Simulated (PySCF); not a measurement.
## Correlation energy of Ta⁶¹⁺ (tantalum, charge +61)

[Ne] 3s2, closed-shell 1S. Computed with PySCF 2.14 in an even-tempered Gaussian basis (17 s from 17 bohr⁻², ratio 2.5; 12 p from 23 bohr⁻², ratio 2.5; 4 d from 82 bohr⁻², ratio 2.7; 4 f from 120 bohr⁻², ratio 2.7), with the spin-free X2C one-electron Hamiltonian (Gaussian nucleus). Frozen: 1s2; 10 electrons correlated; the 20 highest virtual orbitals of each spin left out.

```json
{"level": "CCSD", "correlation energy (mhartree)": "-494.88"}
{"level": "(T)", "correlation energy (mhartree)": "-0.37"}
{"level": "CCSD(T)", "correlation energy (mhartree)": "-495.25"}
```

Diagnostics: T1 = 0.00010, D1 = 0.0003, largest double amplitude 0.033.

Is a single reference adequate?

Yes, within this model without spin-orbit coupling: T1 lies below 0.03 and no double amplitude reaches 0.07.

At this charge the one-electron X2C treatment keeps the bare 1/r₁₂, with no two-electron picture change or Breit term. The effect here is smaller than on the frozen 1s shell; and a scalar Hamiltonian misses the large spin-orbit splitting of the p shells, which matters for ns² → np² pairs.
